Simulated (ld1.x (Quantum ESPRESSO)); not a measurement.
**What one change does to a pseudopotential (Si, ultrasoft)**

```json
{"Element": "silicon", "Generator": "ld1.x (Quantum ESPRESSO) 7.5", "Type": "ultrasoft", "Functional": "PBE", "Relativity": "scalar-relativistic", "Frozen core": "[Ne]", "Valence charge": "4", "Reference configuration": "3s2 3p2", "Partial waves": "3s (bound): rcut 1.10, rcutus 1.45 bohr; 3s channel at 0.7 Ry: rcut 1.10, rcutus 1.45 bohr; 3p (bound): rcut 1.55, rcutus 1.95 bohr; 3p channel at 0.55 Ry: rcut 1.55, rcutus 1.95 bohr", "Local potential": "all-electron potential smoothed inside 1.25 bohr (lloc = -1)", "Core correction": "a·sin(br)/r model core inside 1.15 bohr", "Augmentation charge": "PSQ, radius 1.15 bohr"}
```

All-electron outer shells of the reference configuration (PBE, scalar-relativistic, ld1.x):

```
shell  level (eV)  outermost node (bohr)  outermost maximum (bohr)
   2s     -139.50                   0.15                      0.45
   2p      -95.56                      –                      0.39
   3s      -10.81                   0.72                      1.80
   3p       -4.08                   0.72                      2.17
```

Change: core correction none.

Cutoffs: the cutoffs (Ry, on a coarse ladder) from which the occupation-weighted sum of valence levels, in a spherical-Bessel basis at the reference potential, stays within 10 and 1 mRy of its value at 400 Ry; they do not see the model core or the augmentation charge, which bear on the density cutoff. Errors are all-electron minus pseudo energies relative to the spin-unpolarised reference configuration.

Q: Predict the effect on cutoff, ghosts and configuration errors.

A: The potential gets neither clearly harder nor softer (18 Ry and 21 Ry → 18 Ry and 21 Ry); both files keep a bound ghost (s); of the 7 tests that both files solve, the error grows in 5 and shrinks in 1 by more than 15 % and 0.3 meV (median size 2.1 → 3.6 meV).

```tsv
quantity	base	changed
cutoff, loose	18 Ry	18 Ry
cutoff, tight	21 Ry	21 Ry
bound ghosts	s	s
error for 3s2 3p1, meV [ΔE 7.74 eV]	+0.2	0.0
error for 3s2 3p0, meV [ΔE 23.73 eV]	+3.9	-12
error for 3s1 3p0, meV [ΔE 57.70 eV]	+25	+18
error for 3s1 3p2, meV [ΔE 15.17 eV]	+2.1	+3.6
error for 3s1 3p3, meV [ΔE 6.81 eV]	+2.1	+3.3
error for 3s0 3p4, meV [ΔE 13.78 eV]	+10	+14
error for 3s2 3p1.5, meV [ΔE 2.92 eV]	-0.1	+1.3
s: phases at 2.15 bohr within 0.05 rad from the reference energy up to (Ry; the scan ends near 5)	to the end of the scan	to the end of the scan
p: phases at 2.15 bohr within 0.05 rad from the reference energy up to (Ry; the scan ends near 5)	to the end of the scan	to the end of the scan
lowest overlap eigenvalue by channel	s 0.61, p 0.70	s 0.61, p 0.70
```

 A true bound ghost makes a file unfit for plane-wave use even where its test errors are small: the radial tests pick states by their node count and pass the ghost by.
